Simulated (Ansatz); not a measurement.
`[F][SbH][SbH2]`, one more setting.

```yaml
crystal:
  periodic: [false, false, false]
  atoms:
    - {symbol: F, position_ang: [-2.129688, -0.914254, -0.144044]}
    - {symbol: Sb, position_ang: [-0.317507, -1.215187, -1.011397]}
    - {symbol: Sb, position_ang: [1.107483, 0.795761, 0.103415]}
    - {symbol: H, position_ang: [0.283975, -2.417016, -0.023859]}
    - {symbol: H, position_ang: [0.249056, 1.944615, -0.804959]}
    - {symbol: H, position_ang: [0.059116, 1.175194, 1.376896]}
basis:
  gaussian: {orbitals: def2-SVP}
hamiltonian: {xc: {name: B97}}
output: {forces: true}
```

```sh
$ ansatz run in.yaml --threads 2 --pin off --events-out ev --progress --plain --max-ram 4352MiB
```

Shortened log:

```
Functional definition: B97
948 factors; integrals over basis functions are off by at most 4.9e-4 eV
mean field evaluation 1: about -15836.7963 eV, gradient 3.7e1 eV
mean field evaluation 2: about -15818.6883 eV, gradient 1.1e2 eV
mean field evaluation 4: about -15839.2587 eV, gradient 3.0e0 eV
mean field evaluation 8: about -15839.3413 eV, gradient 1.3e-1 eV
mean field evaluation 16: about -15839.3414 eV, gradient 1.9e-5 eV
mean field -15839.34139508 eV, -582.0850599779 hartree, gradient 1.9e-5 eV, S^2 0.000000; 0 other end points of the search recorded, 0 dependent functions left out
reference -15839.34141577 eV, -582.0850607381 hartree; 29, 29 occupied and 52, 52 virtual orbitals, 948 factors
Total energy: -15839.34141577 eV, -582.0850607381 hartree
Atom 0 at    -2.129688    -0.914254    -0.144044 Å, force     1.171922    -0.322416    -0.365849 eV/Å
Atom 1 at    -0.317507    -1.215187    -1.011397 Å, force    -2.201025    -0.037044    -1.091632 eV/Å
Atom 2 at     1.107483     0.795761     0.103415 Å, force     1.071844     0.945699     0.588050 eV/Å
Atom 3 at     0.283975    -2.417016    -0.023859 Å, force     0.206385    -0.546237     0.855872 eV/Å
Atom 4 at     0.249056     1.944615    -0.804959 Å, force    -0.060087     0.158186    -0.366143 eV/Å
Atom 5 at     0.059116     1.175194     1.376896 Å, force    -0.189039    -0.198188     0.379702 eV/Å
Dipole moment:     0.544523    -0.051640    -0.168128 e Å
```

It took 4.9 s on 2 threads of an Arm Neoverse V1 on a shared host, with 0.35 GiB of host memory at the peak.
